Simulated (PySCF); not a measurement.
Work out the structure from these simulated measurements.

Formula: C7H13NSi.

- Triplet: lowest triplet excitation (Tamm–Dancoff): 5.24 eV [TDA PBE0/def2-SVPD]
- NMR, other nuclei: isotropic shieldings of nuclei other than C and H, by class: 249 (1 N), 350 (1 Si) ppm [GIAO PBE0/pcSseg-1]
- 1H NMR: chemical shifts (computed TMS as zero) by class: 5.15 (1 H), 2.01 (1 H), 1.99 (1 H), 1.25 (3 H), 1.24 (1 H), 1.20 (1 H), 1.09 (1 H), 0.68 (1 H), 0.14 (1 H), 0.03 (2 H) ppm [GIAO PBE0/pcSseg-1]
- 13C NMR: chemical shifts (computed TMS as zero) by class: 92.2 (1 C), 75.6 (1 C), 43.4 (1 C), 38.4 (1 C), 25.1 (1 C), 23.4 (1 C), 22.9 (1 C) ppm [GIAO PBE0/pcSseg-1]
- UV, strongest line: among the 10 lowest singlet transitions: S10 at 7.50 eV (165 nm, f = 0.066) [TDDFT PBE0/def2-SVPD]
- Rotational structure: rotational constants A, B, C: 2.263, 0.940, 0.738 GHz [PBE0-D3(BJ)/def2-SVP]

Gas-phase values; electronic properties from PySCF, density fitting. Levels stand in brackets. One conformer (not necessarily the lowest) at the PBE0-D3(BJ)/def2-SVP geometry, without solvent, vibrations or thermal averaging. Each NMR value is the plain mean over a class of atoms that symmetry, rotation or inversion makes alike.

Q: Give a SMILES that accounts for the data.

A: Numbering: `[CH:1]#[C:2][C@@H:3]1[CH2:4][Si@@H:5]([NH2:6])[CH2:7][C@H:8]1[CH3:9]`. Its formula, C7H13NSi, gives 3 degrees of unsaturation: 1 ring and 2 π bonds in the structure found. 7 carbons fall into 7 classes; from least to most shielded: alkyne carbon [C2] (92.2 ppm), terminal alkyne carbon [C1] (75.6 ppm), sp3 CH carbon [C8] (43.4 ppm), propargylic carbon [C3] (38.4 ppm), ring sp3 carbon bound to silicon [C4] (25.1 ppm), methyl carbon [C9] (23.4 ppm), ring sp3 carbon bound to silicon [C7] (22.9 ppm). Hydrogen classes from least to most shielded: 1 H on an SiH silicon, Si5 (5.15 ppm), 1 H on a terminal alkyne carbon, C1 (2.01 ppm), 1 H on a propargylic carbon, C3 (1.99 ppm), 3 H on a methyl carbon, C9 (1.25 ppm, a mean of values up to 1.3 ppm apart in this geometry), 1 H on an sp3 CH carbon, C8 (1.24 ppm), 1 H on an sp3 carbon bound to silicon, C4 (1.20 ppm), 1 H on an sp3 carbon bound to silicon, C7 (1.09 ppm), 1 H on an sp3 carbon bound to silicon, C4 (0.68 ppm), 1 H on an sp3 carbon bound to silicon, C7 (0.14 ppm), 2 H on a silicon-bound nitrogen, N6 (0.03 ppm). The other shieldings belong to: 249 ppm, silicon-bound nitrogen [N6]; 350 ppm, SiH silicon [Si5]. The optimised geometry has point group C1 and is an asymmetric top. Structure: `C#C[C@@H]1C[Si@@H](N)C[C@H]1C`. Computed isomers that give other values at the same levels: `CC#C[Si]1(N(C)C)CC1` (13C chemical shifts (computed TMS as zero) by class: 112.8 (1 C), 82.2 (1 C), 41.9 (2 C), 6.0 (1 C), 2.8 (2 C) ppm); `C=C1CC/C1=C\C[SiH2]N` (13C chemical shifts (computed TMS as zero) by class: 155.9 (1 C), 147.6 (1 C), 123.2 (1 C), 107.8 (1 C), 28.7 (1 C), 27.6 (1 C), 18.6 (1 C) ppm); `CCc1cc(C)n([SiH3])c1` (13C chemical shifts (computed TMS as zero) by class: 137.0 (1 C), 134.2 (1 C), 126.7 (1 C), 117.9 (1 C), 23.8 (1 C), 20.0 (1 C), 14.6 (1 C) ppm). The assignments are read from this structure; whether some other isomer fits the data as well wasn't checked. The mirror image fits equally.
